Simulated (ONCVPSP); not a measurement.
He: variants of one ONCV potential

Base potential:

| Property | Result |
| --- | --- |
| Element | helium |
| Generator | ONCVPSP 4.0.1 |
| Type | optimised norm-conserving Vanderbilt (ONCV) |
| Functional | LDA (Perdew-Zunger) |
| Relativity | scalar-relativistic |
| Frozen core | none |
| Valence charge | 2 |
| Reference configuration | 1s2 |
| Partial waves | 1s: rc 0.50 bohr, ncon 4, nbas 7, qcut 15.7 1/bohr, 1 projector; p scattering state at 0.23 Ha: rc 0.50 bohr, ncon 4, nbas 7, qcut 17.2 1/bohr, 1 projector |
| Local potential | polynomial inside 0.40 bohr (lpopt 5, dvloc0 0 Ha) |
| Core correction | none |

All-electron outer shells of the reference configuration (LDA (Perdew-Zunger), scalar-relativistic, ld1.x):

| shell | level (eV) | outermost node (bohr) | outermost maximum (bohr) |
| --- | --- | --- | --- |
| 1s | -15.52 | – | 0.57 |

Cutoffs, loose and tight: the cutoffs (Ha) at which the residual kinetic energy of the hardest occupied pseudo-wave falls to 1 and 0.1 mHa per electron. They do not see the model core or the augmentation charge, which bear on the density cutoff. Test errors are all-electron minus pseudo excitation energies from the reference, over the configurations 1s1; 1s1.5. A dash means not determined; rows that change the core or the reference have their own tests.

```json
{"change": "base", "outcome": "generated", "cutoff, loose": "92 Ha", "cutoff, tight": "131 Ha", "bound ghosts": "none", "GHOST(+) flags above zero": "none", "largest test error (meV)": "+2.0"}
{"change": "s: qcut 11.8; p: qcut 12.9", "outcome": "generated", "cutoff, loose": "94 Ha", "cutoff, tight": "418 Ha", "bound ghosts": "none", "GHOST(+) flags above zero": "none", "largest test error (meV)": "+3.9"}
{"change": "s: rc 0.74", "outcome": "generated", "cutoff, loose": "66 Ha", "cutoff, tight": "87 Ha", "bound ghosts": "none", "GHOST(+) flags above zero": "none", "largest test error (meV)": "+10"}
{"change": "p: qcut 17", "outcome": "generated", "cutoff, loose": "92 Ha", "cutoff, tight": "131 Ha", "bound ghosts": "none", "GHOST(+) flags above zero": "none", "largest test error (meV)": "+2.0"}
{"change": "functional PBE", "outcome": "generated", "cutoff, loose": "93 Ha", "cutoff, tight": "133 Ha", "bound ghosts": "none", "GHOST(+) flags above zero": "none", "largest test error (meV)": "+2.4"}
{"change": "p: ncon 5, nbas 8", "outcome": "generated", "cutoff, loose": "92 Ha", "cutoff, tight": "131 Ha", "bound ghosts": "none", "GHOST(+) flags above zero": "none", "largest test error (meV)": "+2.0"}
```
